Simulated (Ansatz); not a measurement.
CH6AlNO2Si can be A, `[NH2][AlH][C](=O)O[SiH3]`, or B, `N[SiH]1C[O][Al]1[OH]`.

Gas-phase electronic energies from Ansatz, PBE0-D4/def2-TZVP geometries. CCSD(T)/CBS is the MP2 limit (def2-TZVPP, def2-QZVPP) plus CCSD(T) − MP2 in def2-TZVPP, frozen cores. DFT in def2-TZVPP. B3LYP here is the variant with VWN-RPA as its local correlation; programs differ in this. Each species was taken in one conformer, which may not be the lowest.

Q: Which isomer does CCSD(T)/CBS put lower? Give the gap. (Best estimate.)

A: Computed: B, by 101.8 kJ/mol.

Q: Give E(B) − E(A) in kJ/mol with ωB97M-V, CCSD(T)/def2-TZVPP, PBE-D4, PBE0-D4, CCSD/def2-TZVPP, B3LYP, r2SCAN-D4. (An estimate is asked.)

A: Computed: ωB97M-V -92.3, CCSD(T)/def2-TZVPP -92.1, PBE-D4 -102.6, PBE0-D4 -111.2, CCSD/def2-TZVPP -92.6, B3LYP -82.1, r2SCAN-D4 -97.9. None reverses the order clearly.

Largest T1 diagnostic: 0.016.

From PBE to PBE0 (25 % exact exchange), in def2-TZVPP and without D4, E(B) − E(A) moves by −8.7 kJ/mol. In def2-TZVPP, CCSD(T) changes the Hartree–Fock value by −38.4 kJ/mol (the triples alone add +0.5 kJ/mol) and MP2 by −47.3 kJ/mol.
